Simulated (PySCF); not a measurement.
## NMR data sheet: C₄H₅FO₃Si

* Formula: C4H5FO3Si
* SMILES: O=CO[C@@H]1C=C(F)[SiH2]O1
* InChI: InChI=1S/C4H5FO3Si/c5-3-1-4(7-2-6)8-9-3/h1-2,4H,9H2/t4-/m0/s1
* Point group of the computed structure: C1
* Degrees of unsaturation: 3
* Carbon signals: 4
* Proton signals: 5

Atoms are numbered as in `[O:1]=[CH:2][O:3][C@@H:4]1[CH:5]=[C:6]([F:7])[SiH2:8][O:9]1`; H(Xn) means a hydrogen on atom n. Ha(Si8) is cis to O3 on the ring; Hb(Si8) is trans to O3 on the ring.

PySCF calculation with PBE0/pcSseg-1 with gauge-including orbitals and geometry from GFN2-xTB; in vacuum, relativity neglected, one computed conformer.

δ = σ(ref) − σ, references computed at the same level: 1H and 13C and 29Si against TMS; CFCl3 for 19F; 17O vs H2O.

| carbon | δC, type | δH (multiplicity) | HMBC from (2–3 bonds) | span of the C tensor (ppm) |
| --- | --- | --- | --- | --- |
| C2 | 164.2, CH | 8.21 (s) | H(C4) | 160 |
| C4 | 94.9, CH | 7.57 (m) | H(C2), H(C5), Ha(Si8), Hb(Si8) | 61 |
| C5 | 131.0, CH | 6.29 (m) | H(C4), Ha(Si8), Hb(Si8) | 199 |
| C6 | 182.0, C | – | H(C4), H(C5), Ha(Si8), Hb(Si8) | 146 |

Other nuclei:
```
  atoms  nucleus                                                 environment  δ (ppm)  σ (ppm)
Ha(Si8)       1H  hydrogen on a silicon bonded to C, O, in a 5-membered ring     5.42    26.30
Hb(Si8)       1H  hydrogen on a silicon bonded to C, O, in a 5-membered ring     5.19    26.53
     F7      19F                                            vinylic fluorine   -127.1    298.0
    Si8     29Si           silicon bonded to C, O, 2 H, in a 5-membered ring    -22.7    371.8
     O1      17O                                       ester carbonyl oxygen    437.8   -101.8
     O3      17O                                         ester alkoxy oxygen    263.7     72.4
     O9      17O                oxygen bonded to C, Si, in a 5-membered ring     64.2    271.8
```

1. Carbon types of the structure: 1 × C, 3 × CH, leaving 2 H on heteroatoms.
2. δC 182.0: fully substituted alkene carbon.
3. δC 164.2: ester carbonyl carbon; it is a carbonyl in resonance with an O or N lone pair, the region of acids, esters and amides.
4. δC 131.0: alkene CH; as expected for a trigonal carbon in a double bond.
5. δC 94.9: sp3 carbon bearing two oxygens; 2 electronegative neighbours deshield it.
6. δH 7.57: hydrogen on an sp3 carbon bearing two oxygens; its carbon carries O, hence the downfield position.

Splittings by 19F in the carbon and heteronuclear signals aren't shown, as no couplings were computed. Shifts are as computed. Against solution values, carbons near 30 ppm lie about +3 ppm off and those near 130 ppm about +5 ppm. Of 1309 compounds with measured shifts, 239 miss one by over three times the rms of a fit or turn the order of signals round; such compounds aren't used in these exercises. Unscaled 19F shifts against computed CFCl3 carry errors that often reach 10 to 50 ppm. Unscaled 17O shifts of doubly bonded oxygen tend to come out too high, by tens of ppm or more. Experimental scales use liquid or dissolved standards, which lie at an offset from isolated H2O (liquid H2O: subtract about 36 ppm). Multiplicities follow the n + 1 count of equivalent neighbours, as no J values were calculated; m marks all less simple cases, F and P coupling included.
